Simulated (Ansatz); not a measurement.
Basis-set extrapolation for C3H5FOSi, SMILES `FC1=CO[SiH2]C1` (PBE0-D4/def2-TZVP geometry, frozen core, Ansatz). Multiplicity 1, RHF reference.

```tsv
	def2-TZVPP	def2-QZVPP
HF	-579.887627	-579.909876
MP2 correlation	-1.074562	-1.157533
CCSD(T) correlation	-1.153248	not run
```

Energies in hartree. Use E(X) = E(∞) + A·exp(−7.88·√X) for Hartree–Fock and E(X) = E(∞) + B·X^(−2.97) for correlation, with X = 3 and 4, and add CCSD(T) minus MP2 of the smaller set to the MP2 limit.

What is the CCSD(T) energy at the basis-set limit?

HF limit: -579.909876 + (-0.022249) × 0.13774 = -579.91294. MP2 limit: -1.157533 + (-0.082971) × 0.74074 = -1.21899. Higher-order term: -1.153248 − (-1.074562) = -0.07869. Total: -581.21062 hartree, 106.5 kcal/mol below CCSD(T)/def2-TZVPP.
